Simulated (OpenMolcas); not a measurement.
# OpenMolcas timings: GeH3O2F (SMILES [OH][GeH]([OH])[F])

GeH3O2F has 7 atoms, charge 0, and is taken as a singlet. As SMILES, `[OH][GeH]([OH])[F]`. Geometry: relaxed at PBE0-D4/def2-TZVP. This is one conformer, not always the lowest.

```xyz
7

O    -0.3529    1.1403   -0.8593
Ge   -0.1075   -0.0268    0.4324
O     1.5182   -0.6560    0.3076
F    -1.2603   -1.2845    0.1132
H    -1.2092    1.0418   -1.2839
H    -0.3314    0.4858    1.8475
H     1.8044   -0.7687   -0.6031
```

Program: OpenMolcas 26.06. Hardware: 1 thread of Arm Neoverse V1, shared host, so times are rough. Two-electron integrals are exact unless an approximation is named.

Estimate their order by wall time, quickest first.
A. gradient at HF/3-21G
B. energy at MP2/def2-SVP, 12 core orbitals frozen
C. gradient at BHLYP/def2-SVP, grid UltraFine

A (3.3 s), B (8.4 s), C (27 s).
